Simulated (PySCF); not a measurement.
Gas-phase reaction: ZnCl2 + F2 ⇌ ZnF2 + Cl2. Level: PBE0/def2-QZVP†; standard pressure 1 bar.

Method: PySCF energies plus ideal-gas RRHO corrections (1 bar). † marks an energy on the PBE0/def2-TZVP geometry and frequencies. All species are closed-shell singlets. Zn: all electrons, no relativistic terms. The harmonic model lacks anharmonicity and excited electronic states, which grow with temperature; levels with a mode under 35 cm⁻¹ are left out. Soft modes under 120 cm⁻¹ make the harmonic entropy rough for ZnCl2.

| T (K) | 1000/T (1/K) | log10 K |
|---|---|---|
| 1200 | 0.8333 | 10.12 |
| 1400 | 0.7143 | 8.66 |
| 1600 | 0.6250 | 7.56 |
| 1800 | 0.5556 | 6.70 |
| 2000 | 0.5000 | 6.02 |
| 2500 | 0.4000 | ? |

Q: Fit log10 K = a + b·(1000/T) to the five rows, get the mean ΔH° and ΔS°, and predict log10 K at 2500 K.

A: Means: 1000/T = 0.6456, log10 K = 7.812. Sums of products about the means: Sxy = 0.85766, Sxx = 0.069675, so b = Sxy/Sxx = 12.31 and a = 7.812 − (12.31)×0.6456 = -0.14.
ΔH° = −R ln 10 × 1000 K × b = −19.145 × (12.31) = -236 kJ; ΔS° = R ln 10 × a = -3 J/K. The run's own values go from -236 kJ and -3 J/K at 1200 K to -236 kJ and -3 J/K at 2500 K.
Prediction at 2500 K: -0.14 + (12.31)×0.4000 = 4.78. The computed value is 4.78, 0.00 from the line.
For scale, ΔH°(298 K) is -236 kJ at this level, -227 kJ at ωB97M-V/def2-TZVP†, and runs from -247 to -185 kJ over the 19 levels computed.
